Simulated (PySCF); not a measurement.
**Bond curve of BSb⁺**

Set-up: PySCF, scalar-relativistic core potentials, basis sets B def2-SVPD, Sb def2-SVPD with ECP28. Energies in eV from B⁺ + Sb in their ground configurations at the same level. State: ⁴Σ⁻ (quartet), unpaired electrons σ ↑, π ↑↑.

All columns are UHF. A positive dipole points towards Sb; it is taken about the centre of mass and depends on that origin.

| R (Å) | E (eV) | μ (D) | Mulliken charge on B (basis-dependent) | HOMO (eV) | LUMO (eV) | Mayer bond order | ⟨S²⟩ |
| --- | --- | --- | --- | --- | --- | --- | --- |
| 1.879 | -0.950 | -1.91 | 0.24 | -16.71 | -6.87 | 1.90 | 3.76 |
| 1.966 | -1.428 | -2.24 | 0.28 | -16.32 | -6.68 | 1.83 | 3.76 |
| 2.054 | -1.683 | -2.61 | 0.31 | -15.98 | -6.49 | 1.71 | 3.76 |
| 2.119 | -1.776 | -2.91 | 0.33 | -15.77 | -6.37 | 1.60 | 3.76 |
| 2.185 | -1.815 | -3.19 | 0.34 | -15.59 | -6.25 | 1.46 | 3.76 |
| 2.251 | -1.818 | -3.46 | 0.35 | -15.44 | -6.15 | 1.31 | 3.77 |
| 2.338 | -1.792 | -3.76 | 0.36 | -15.29 | -6.03 | 1.12 | 3.78 |
| 2.447 | -1.731 | -4.07 | 0.37 | -15.14 | -5.91 | 0.93 | 3.78 |
| 2.578 | -1.637 | -4.39 | 0.38 | -15.02 | -5.92 | 0.78 | 3.80 |
| 2.753 | -1.490 | -4.82 | 0.40 | -14.88 | -5.85 | 0.66 | 3.81 |

A fit through these points gives, at Re = 2.225 Å, μ = -3.36 D and dμ/dR = -3.98 D/Å; the reduced mass is 10.09 u.

**Question.** How strong is the fundamental in the double-harmonic approximation, I = 42.26·(dμ/dR)²/μred km/mol?

**Answer.** I = 42.26·(-3.98)²/10.09 = 66.3 km/mol at UHF.

These are scalar-relativistic numbers at best; spin–orbit coupling would shift them, the dissociation energy most. For an ion De counts to the pair picked by the measured ionisation energies or electron affinities, which need not be the lowest pair at this level. Hartree–Fock leaves out correlation, which carries a large part of most bond energies and some tenths to 1 eV of ionisation energies. The state is the lowest determinant that a PBE0 search found; another state may lie lower at other levels.
